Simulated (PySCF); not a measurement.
C5H16Si2. Atoms are numbered in the order given.

```xyz
23

Si     1.2157    -0.2060    -0.6455
C      2.0650     1.4893    -0.6880
C      2.1935    -1.3875     0.4705
Si    -0.9887     0.0126     0.1407
C     -1.9720     1.1801    -0.9813
C     -1.8376    -1.6802     0.1916
C     -0.9364     0.7340     1.8939
H      1.2060    -0.7671    -2.0375
H      3.1040     1.4085    -1.0472
H      2.0885     1.9363     0.3194
H      1.5292     2.1853    -1.3534
H      1.7339    -2.3888     0.4877
H      3.2341    -1.4976     0.1238
H      2.2193    -1.0102     1.5060
H     -1.5068     2.1785    -1.0219
H     -3.0040     1.3037    -0.6116
H     -2.0255     0.7911    -2.0111
H     -2.8678    -1.5916     0.5763
H     -1.2922    -2.3791     0.8466
H     -1.8889    -2.1302    -0.8131
H     -1.9548     0.8530     2.3010
H     -0.3749     0.0776     2.5786
H     -0.4523     1.7242     1.9033
```

Geometry: B3LYP-D3(BJ)/def2-SVP. One conformer was computed; it need not be the lowest.

The numbers are results of TDDFT-B3LYP/def2-SVP in PySCF 2.14.0, not measurements.

Vertical excitations. Gas-phase values at a fixed geometry.

```json
[
 {"state": "S1", "energy (eV)": "6.81", "λ (nm)": "182", "f": "0.029", "main pairs": "HOMO→LUMO 99 %"},
 {"state": "S2", "energy (eV)": "6.86", "λ (nm)": "181", "f": "0.064", "main pairs": "HOMO→LUMO+1 97 %"},
 {"state": "S3", "energy (eV)": "7.25", "λ (nm)": "171", "f": "0.026", "main pairs": "HOMO→LUMO+2 98 %"},
 {"state": "S4", "energy (eV)": "7.99", "λ (nm)": "155", "f": "0.001", "main pairs": "HOMO−1→LUMO 71 %, HOMO−2→LUMO+1 24 %"},
 {"state": "S5", "energy (eV)": "8.06", "λ (nm)": "154", "f": "0.057", "main pairs": "HOMO−1→LUMO+1 46 %, HOMO−2→LUMO 41 %, HOMO→LUMO+3 8 %"},
 {"state": "S6", "energy (eV)": "8.09", "λ (nm)": "153", "f": "0.072", "main pairs": "HOMO−2→LUMO 52 %, HOMO−1→LUMO+1 28 %, HOMO→LUMO+3 17 %"},
 {"state": "S7", "energy (eV)": "8.10", "λ (nm)": "153", "f": "0.064", "main pairs": "HOMO−2→LUMO+1 72 %, HOMO−1→LUMO 23 %"},
 {"state": "S8", "energy (eV)": "8.18", "λ (nm)": "151", "f": "0.019", "main pairs": "HOMO→LUMO+3 69 %, HOMO−1→LUMO+1 19 %"},
 {"state": "S9", "energy (eV)": "8.26", "λ (nm)": "150", "f": "0.020", "main pairs": "HOMO→LUMO+4 87 %"},
 {"state": "S10", "energy (eV)": "8.34", "λ (nm)": "149", "f": "0.016", "main pairs": "HOMO−3→LUMO 70 %, HOMO−4→LUMO+1 11 %"},
 {"state": "T1", "energy (eV)": "6.13", "λ (nm)": "202", "f": "0", "main pairs": "HOMO→LUMO+1 95 %"},
 {"state": "T2", "energy (eV)": "6.16", "λ (nm)": "201", "f": "0", "main pairs": "HOMO→LUMO 71 %, HOMO→LUMO+2 24 %"},
 {"state": "T3", "energy (eV)": "6.99", "λ (nm)": "177", "f": "0", "main pairs": "HOMO→LUMO+2 72 %, HOMO→LUMO 26 %"},
 {"state": "T4", "energy (eV)": "7.51", "λ (nm)": "165", "f": "0", "main pairs": "HOMO→LUMO+5 65 %, HOMO→LUMO+3 21 %"}
]
```
Triplets are in the Tamm–Dancoff approximation, which puts them higher than full response would, so one can lie above its singlet here.
